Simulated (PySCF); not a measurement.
Geometry (Å), atoms numbered from 1 in this order:
```xyz
13

B    -1.239   -1.095   -0.825
C    -0.859    0.306   -0.295
C    -1.769    1.299   -0.408
O     0.257    0.581    0.443
C     1.354   -0.204    0.343
C     2.392   -0.069    1.168
H    -2.197   -1.172   -1.553
H    -0.648   -2.097   -0.506
H    -2.685    1.131   -0.975
H    -1.620    2.267    0.080
H     1.339   -0.939   -0.469
H     3.271   -0.700    1.035
H     2.381    0.668    1.973
```

Geometry: PBE0-D3(BJ)/def2-SVP; GIAO shifts from PySCF 2.14, gas phase, non-relativistic, averaged over equivalent atoms.

At PBE0/def2-SVP (119 basis functions, 13 s wall time on 1 thread of an Arm Neoverse V1, shared host):
| atoms | δ (ppm) |
| --- | --- |
| B1 | 67.5 |
| C2 | 168.5 |
| C5 | 146.4 |
| C3 | 133.0 |
| C6 | 90.2 |
| O4 | 188.2 |
| H7/H8 | 6.79 |
| H11 | 6.61 |
| H10 | 6.14 |
| H9 | 5.71 |
| H13 | 4.65 |
| H12 | 4.17 |

δ = σ(ref) − σ, references computed at the same level: 11B (110.67 ppm) against BF3·OEt2; 13C (193.72 ppm), 1H (31.34 ppm) against TMS; 17O (343.04 ppm) against H2O.

Question: What do these become at CAM-B3LYP/pcSseg-1?

Answer: 
```
atoms  δ at CAM-B3LYP/pcSseg-1  change
   B1                     73.5    +6.0
   C2                    183.2   +14.7
   C5                    159.4   +13.0
   C3                    142.6    +9.6
   C6                     98.1    +7.9
   O4                    197.7    +9.5
H7/H8                     6.67   -0.12
  H11                     6.70   +0.09
  H10                     6.29   +0.15
   H9                     5.77   +0.06
  H13                     4.87   +0.22
  H12                     4.35   +0.18
```

Referencing at the same level of theory: BF3·OEt2 for 11B (99.35 ppm); TMS for 13C (182.45 ppm) and 1H (31.33 ppm); H2O for 17O (338.55 ppm).

The largest change is at C2 (alkene carbon bearing oxygen). Cost: 137 basis functions, 10 s wall time on 1 thread of an Arm Neoverse V2, shared host. The order of the carbon signals is the same at both levels.

A carbon bonded to boron is broadened by the quadrupolar boron nucleus and is often missing from a measured spectrum. Experimental scales use liquid or dissolved standards, which lie at an offset from isolated H2O (liquid H2O: subtract about 36 ppm).
